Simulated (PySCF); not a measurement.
Molecule: SMILES CSC1=C[C@@H]2C=C[C@H]12, C₇H₈S.

Cartesian coordinates in Å; atom numbers follow the order of the lines, from 1:
```xyz
16

C     2.8979    0.4308   -0.0891
S     1.8182   -0.9510   -0.5625
C     0.2751   -0.2128   -0.2670
C    -0.1620    0.9667    0.1884
C    -1.6186    0.5661    0.1038
C    -2.1176   -0.2137    1.3011
C    -1.6737   -1.3830    0.8512
C    -1.1070   -0.8062   -0.4251
H     2.7239    0.6779    0.9535
H     2.6861    1.2834   -0.7271
H     3.9198    0.0961   -0.2326
H     0.3009    1.8632    0.5516
H    -2.3059    1.2031   -0.4408
H    -2.6100    0.1162    2.1964
H    -1.6522   -2.3862    1.2320
H    -1.3826   -1.2415   -1.3779
```

Frames of a GFN2-xTB Langevin trajectory at 600 K; GIAO PBE0/pcSseg-1 shieldings in PySCF 2.14, gas phase, non-relativistic; equivalent atoms averaged within each frame.

Referencing at the same level of theory: TMS for 13C (σ = 186.93 ppm) and 1H (σ = 31.72 ppm); CS2 for 33S (σ = 503.73 ppm). The references are static minima.

How do the shifts (ppm) fluctuate along the trajectory?

Answers


| time (fs) | C3 | C7 | C6 | C4 | C8 | C5 | C1 | S2 | H12 | H15 |
| --- | --- | --- | --- | --- | --- | --- | --- | --- | --- | --- |
| 250 | 163.4 | 154.6 | 150.4 | 143.0 | 67.0 | 51.4 | 25.0 | 66 | 7.52 | 7.06 |
| 425 | 163.6 | 171.6 | 162.0 | 136.7 | 55.7 | 44.6 | 17.5 | -4 | 5.74 | 8.60 |
| 625 | 168.5 | 152.8 | 153.8 | 153.2 | 63.0 | 59.0 | 19.4 | 5 | 7.23 | 8.03 |
| 800 | 160.3 | 151.1 | 158.1 | 142.7 | 54.8 | 53.8 | 19.4 | -5 | 5.48 | 6.99 |
| 1000 | 170.6 | 155.7 | 154.4 | 136.9 | 45.4 | 60.3 | 16.5 | 81 | 7.64 | 6.85 |
| mean of frames | 165.3 | 157.2 | 155.8 | 142.5 | 57.2 | 53.8 | 19.6 | 28 | 6.72 | 7.51 |
| standard deviation | 4.2 | 8.3 | 4.4 | 6.7 | 8.3 | 6.3 | 3.3 | 42 | 1.03 | 0.77 |

5 frames give an uncertainty of the mean of about the standard deviation over 2.2 at best, since frames this close in time may not be independent; classical motion lacks zero-point vibration, and the reference would need the same averaging.
